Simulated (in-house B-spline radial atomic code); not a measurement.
How numerical settings move a run on Al3+, [He] 2s2 2p6. Computed with an all-electron radial atomic-structure program (B-spline basis): Dirac-Kohn-Sham PBE, spherical fractional occupations, Fermi nucleus of rms radius 3.061 fm.

Command:
```bash
python run_scf.py task.json out
```
Settings of the sound reference run:
```
Z                13
electrons        10
configuration    [He] 2s2 2p6
hamiltonian      dirac
method           pbe,pbe
spin_polarised   False
nucleus          fermi
rms_radius       3.061
mass_number      27
atomic_mass      26.98154
speed_of_light   137.036
knot_spacing     0.22
spline_order     8
gauss_points     12
box_radius       16.22
max_iterations   70
damping          0.5
damped_steps     3
diis_vectors     10
tolerance        1e-08
start            Thomas-Fermi
```

Cost of the run: 0.73 s on 1 thread of AMD EPYC 7R43 64-Core Processor, with other jobs on the host.

It converges in 8 iterations to -240.721302 hartree, with 2p3/2 at -103.98 eV. The other runs change the listed settings, some to values that make no sense; their results aren't properties of the atom or ion. Radii are in bohr (the nuclear one in fm), a minus after a letter asks for a j subshell, and «unchanged» means within 1e-8 hartree. The run stops when the residual is below 10 × tolerance × max(1, Z/10), or a noise floor if that is larger, and the energy moves by less than 1e-8 × √|E| hartree; so very loose and very tight tolerances often act alike.

| changed settings | outcome |
| --- | --- |
| spline_order = 10, max_iterations = 50, start = bare nucleus | converged in 8 iterations, energy -1.65e-08 hartree from the reference, 2p3/2 level +5.9e-06 eV |
| method = scan,scan | stopped with error: meta-GGAs are not served with the Dirac Hamiltonian |
| spline_order = 4, max_iterations = 60, damped_steps = 1, diis_vectors = 2, start = bare nucleus | converged in 10 iterations, energy +4.87e-05 hartree from the reference, 2p3/2 level -6.8e-05 eV |
| diis_vectors = 0 | converged in 18 iterations, energy unchanged, 2p3/2 level +1.5e-06 eV |
| max_iterations = 100, damping = 0.8, diis_vectors = 2, tolerance = 1e-10 | converged in 9 iterations, energy unchanged, 2p3/2 level +6.9e-07 eV |
| diis_vectors = 20 | converged in 8 iterations, energy unchanged |
| gauss_points = 6, box_radius = 3.24, max_iterations = 60, tolerance = 1e-10 | converged in 8 iterations, energy +2.89e-04 hartree from the reference, 2p3/2 level +1.3e-02 eV (the program warns: 2p3/2 reaches the box edge; 2s1/2 reaches the box edge) |
| diis_vectors = 1 | not converged after 70 iterations, last residual 6.5e-07, last energy -8.00e-11 hartree from the reference |

What happens with electrons = 18, configuration = [He] 2s2 2p6 4s2 4p6, max_iterations = 60?

Converged in 12 iterations to -240.9025 hartree, a different physical problem (warning: 4s1/2 has a positive eigenvalue: unbound, held by the box).

What happens with gauss_points = 3, max_iterations = 60, tolerance = 0.0001, start = bare nucleus?

Converged in 8 iterations, energy +8.10e-06 hartree from the reference, 2p3/2 level +2.6e-05 eV.

What happens with electrons = 13, configuration = [He] 2s2 2p6 3s3, max_iterations = 60?

Stopped with error: shell 3s holds at most 2 electrons.

What happens with start = bare nucleus?

Converged in 8 iterations, energy unchanged, 2p3/2 level +5.9e-06 eV.
